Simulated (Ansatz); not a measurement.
`CO[SiH]Br` radical from Hartree–Fock to CCSD(T)

```tsv
atom	x (Å)	y (Å)	z (Å)
C1	1.137	0.134	0.413
O2	0.119	-0.735	-0.039
Si3	-1.486	-0.444	-0.047
Br4	-1.934	1.513	-1.037
H5	1.063	0.298	1.492
H6	1.084	1.100	-0.099
H7	2.096	-0.334	0.192
H8	-2.077	-1.532	-0.874
```

The species carries charge 0 and has multiplicity 2. Correlated methods include outer-core shells of Br, which these sets cover unevenly. Scalar relativity is left out up to krypton. The geometry is a stationary point of PBE0-D4/def2-TZVP. It is one conformer, not always the lowest. Frozen core, unrestricted reference, the Gaussian-basis code of Ansatz.

```csv
basis,HF (Eh),MP2 corr.
def2-SVP,-2975.95176,-0.63295
def2-TZVPP,-2976.51558,-0.78264
def2-QZVPP,-2976.57995,-1.13971
```

Q: Estimate the CCSD correlation energy and the (T) correction in each basis where they were run (hartree).

A: 
```tsv
basis	CCSD corr.	(T)
def2-SVP	-0.66536	-0.01627
def2-TZVPP	-0.81275	-0.02994
```
